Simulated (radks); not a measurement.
The numbers below are computed, except where a source is named.
Problem. Species: Xe V. Configuration: [Kr] 4d10 5s2 5p1.5 5d0.5 (fractional occupations, a model configuration). Code: a radial shooting solver on a logarithmic mesh with Libxc functionals. Model: Dirac Kohn-Sham, exchange-only PBE, spin-unpolarised, spherical densities, point nucleus; open shells fill j = l - 1/2 first.

Spin-orbit splittings of the eigenvalues, e(l+1/2) - e(l-1/2), with zeta = 2 splitting/(2l+1) and mean radii in bohr:

| shell | occ. | splitting (eV) | zeta (eV) | <r> j=l-1/2 | <r> j=l+1/2 |
|---|---|---|---|---|---|
| 2p | 6 | 324.7 | 216.5 | 0.09620 | 0.1020 |
| 3p | 6 | ? | ? | 0.2962 | 0.3078 |
| 3d | 10 | 13.04 | 5.215 | 0.2787 | 0.2824 |
| 4p | 6 | 12.35 | 8.233 | 0.7447 | 0.7723 |
| 4d | 10 | 2.011 | 0.8043 | 0.8641 | 0.8744 |
| 5p | 1.5 | 1.875 | 1.250 | 1.902 | 1.966 |
| 5d | 0.5 | 0.2313 | 0.09251 | 2.561 | 2.583 |

Estimate the 3p splitting.

Solution. 61.67 eV (zeta = 41.12 eV).
